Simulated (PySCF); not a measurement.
# One molecule, several mistakes: BF2H2Si anion

These are calculations, not measurements. The program is PySCF 2.14.0, an open-source quantum chemistry code, run on an isolated molecule that a program drew, which may never have been made. The molecule is BF2H2Si anion (charge -1, singlet), drawn as the SMILES string `B[Si-](F)F`.

Each row is a Hartree-Fock (HF) and frozen-core CCSD(T) single point in the aug-cc-pV(D+d)Z basis, meant for a local HF minimum. Run 1 is clean. Each other run has one planted mistake out of seven kinds, and not every kind appears here: one electron removed, one electron added, multiplicity raised by two, geometry at a saddle point, minimal basis STO-3G, one bond length entered in bohr, all coordinates scaled. The reference is restricted for singlets and unrestricted otherwise, and also for a bond in bohr. Adding or removing an electron swaps singlet and doublet. Electrons count all cores. HOMO and LUMO are orbital energies over both spins, the gradient is its largest component, and the lowest frequency (negative if imaginary) is given only where the gradient is small. Bond lengths are over the 5 bonds as drawn. T1 is the CCSD diagnostic: over 0.02 (restricted) or 0.045 (unrestricted) a single reference is doubtful.

Geometry of the clean run:
```xyz
6
BF2H2Si anion, angstrom
B    -0.1062   -0.0349   -0.1176
Si   -0.7943    1.1287    1.3245
F    -1.2958    0.2872    2.6669
F     0.3902    2.0288    2.0651
H    -0.7498   -1.0042   -0.4637
H     0.6376    0.4293   -0.9573
```

| run | electrons | basis functions | <S^2> | HOMO (eV) | LUMO (eV) | gradient (hartree/bohr) | lowest frequency (cm^-1) | mean bond (Å) | longest bond (Å) | T1 | HF (hartree) | CCSD(T) (hartree) | mistake |
|---|---|---|---|---|---|---|---|---|---|---|---|---|---|
| 1 | 40 | 119 | 0.000 | -1.89 | 3.87 | 2.1e-05 | 141 | 1.5456 | 1.977 | 0.0273 | -513.77015 | -514.43250 | no fault |
| 2 | 39 | 119 | 0.790 | -10.22 | -0.24 | 6.7e-02 | - | 1.5456 | 1.977 | 0.0230 | -513.74163 | -514.35926 | one electron removed |
| 3 | 40 | 119 | 0.000 | -1.47 | 3.98 | 2.2e-05 | -147 | 1.5041 | 1.845 | 0.0168 | -513.76585 | -514.43096 | ? |
| 4 | 40 | 119 | 2.016 | -1.43 | 3.99 | 2.3e-02 | - | 1.5456 | 1.977 | 0.0182 | -513.76150 | -514.39958 | ? |

**Which mistake was planted in run 3, and what did it cost?**

The gradient is small, so the point is stationary, but the lowest frequency is imaginary (-147 cm^-1). So the mistake is: geometry at a saddle point. Subtracting run 1 and multiplying by 627.51 kcal/mol a hartree, the energy moved by 2.7 kcal/mol in HF and 1.0 kcal/mol in CCSD(T).

**Which mistake was planted in run 4, and what did it cost?**

Electrons, basis and geometry are unchanged, and <S^2> is 2.016, beside S(S+1) = 2.00 for a multiplicity of 3. So the mistake is: multiplicity raised by two. Subtracting run 1 and multiplying by 627.51 kcal/mol a hartree, the energy moved by 5.4 kcal/mol in HF and 20.7 kcal/mol in CCSD(T).

Cautions from the logs. Run 1: T1 is over the limit, so its CCSD(T) energy is less reliable.
